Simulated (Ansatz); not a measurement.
[WO3F]- (WO₃F⁻). Charge -1, multiplicity 3. Geometry r2SCAN-D4/def2-SVPD, that of the charge -1 singlet; atoms count from 1.

Cartesian coordinates in Å:
```
W 0.004 -0.012 0.024
O 0.040 1.201 1.295
O -1.300 -1.144 0.347
O 1.531 -0.881 0.014
F -0.275 0.836 -1.680
```

In the def2 sets W takes a core potential; there is no spin–orbit coupling. The highest occupied level of the charge -1 triplet lies above zero (up to 1.85 eV). By energy differences its removal costs 0.35 eV (vertical, to the charge 0 doublet, at PBE0-D4/def2-TZVPD), and other spins of that charge weren't run; a positive level beside a positive removal energy at the same level points to self-interaction error. At PBE0-D4/def2-TZVPD a singlet of charge -1 lies 5.04 eV below the triplet at the same geometry.

(1) Estimate the Mulliken populations from the PBE0/def2-TZVPD orbitals of Ansatz.

(2) Where does the spin sit?

(3) And the Mayer bond orders between bonded heavy atoms (over 0.3)?

Results:

(1) 
| atom | charge (e) | spin (α − β) | d electrons |
| --- | --- | --- | --- |
| W1 | 1.64 | 0.62 | 3.58 |
| O2 | -0.64 | 0.58 | – |
| O3 | -0.75 | 0.22 | – |
| O4 | -0.64 | 0.58 | – |
| F5 | -0.61 | 0.01 | – |
Mulliken values and Mayer orders depend strongly on the basis. With diffuse functions, as here, like atoms can get unlike values, and bond orders can come out too low or too high.

(2) Summed by element: W 0.62, O 1.37, F 0.01, of 2 unpaired in all. Largest on single atoms: W1 0.62, O4 0.58, O2 0.58.

(3) W1–O2 1.32 (1.76 Å); W1–O3 1.55 (1.76 Å); W1–O4 1.32 (1.76 Å); W1–F5 0.58 (1.92 Å).
